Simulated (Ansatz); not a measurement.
Reactions of `C1N[SiH2]O1`.

Gas-phase electronic energies from Ansatz, PBE0-D4/def2-TZVP geometries. CCSD(T)/CBS adds triple-zeta CCSD(T) − MP2 to the extrapolated MP2 energy (def2 sets, frozen cores). This one scheme is used for every species, atoms too. Functionals use def2-TZVPP. Open shells (•) are unrestricted, without spin–orbit coupling. Spin–orbit coupling would lower the free atoms: a little for C, O, Si. One conformer a species, not always the lowest.

```json
{"reaction": "`C1N[SiH2]O1` → `OC1N[SiH2]1`", "PBE-D4 (kJ/mol)": "158", "LDA (SPW92) (kJ/mol)": "157", "ωB97M-V (kJ/mol)": "180", "ωB97X-V (kJ/mol)": "184", "CCSD(T)/CBS(def2) (kJ/mol)": "184"}
{"reaction": "`C1N[SiH2]O1` → `NC1O[SiH2]1`", "PBE-D4 (kJ/mol)": "94", "LDA (SPW92) (kJ/mol)": "98", "ωB97M-V (kJ/mol)": "118", "ωB97X-V (kJ/mol)": "120", "CCSD(T)/CBS(def2) (kJ/mol)": "118"}
{"reaction": "`C1N[SiH2]O1` → `N=C[SiH2]O`", "PBE-D4 (kJ/mol)": "1", "LDA (SPW92) (kJ/mol)": "22", "ωB97M-V (kJ/mol)": "5", "ωB97X-V (kJ/mol)": "13", "CCSD(T)/CBS(def2) (kJ/mol)": "-1"}
{"reaction": "`C1N[SiH2]O1` → C• + 5 H• + N• + O• + Si•", "PBE-D4 (kJ/mol)": "3356", "LDA (SPW92) (kJ/mol)": "3800", "ωB97M-V (kJ/mol)": "3314", "ωB97X-V (kJ/mol)": "3321", "CCSD(T)/CBS(def2) (kJ/mol)": "3301"}
{"reaction": "`C1N[SiH2]O1` → `O[SiH]1CN1`", "PBE-D4 (kJ/mol)": "-7", "LDA (SPW92) (kJ/mol)": "-6", "ωB97M-V (kJ/mol)": "0", "ωB97X-V (kJ/mol)": "7", "CCSD(T)/CBS(def2) (kJ/mol)": "-1"}
{"reaction": "`C1N[SiH2]O1` → `CO[Si]N`", "PBE-D4 (kJ/mol)": "-56", "LDA (SPW92) (kJ/mol)": "-50", "ωB97M-V (kJ/mol)": "-56", "ωB97X-V (kJ/mol)": "-38", "CCSD(T)/CBS(def2) (kJ/mol)": "-49"}
```

Largest T1 diagnostic: 0.014, for `NC1O[SiH2]1`.
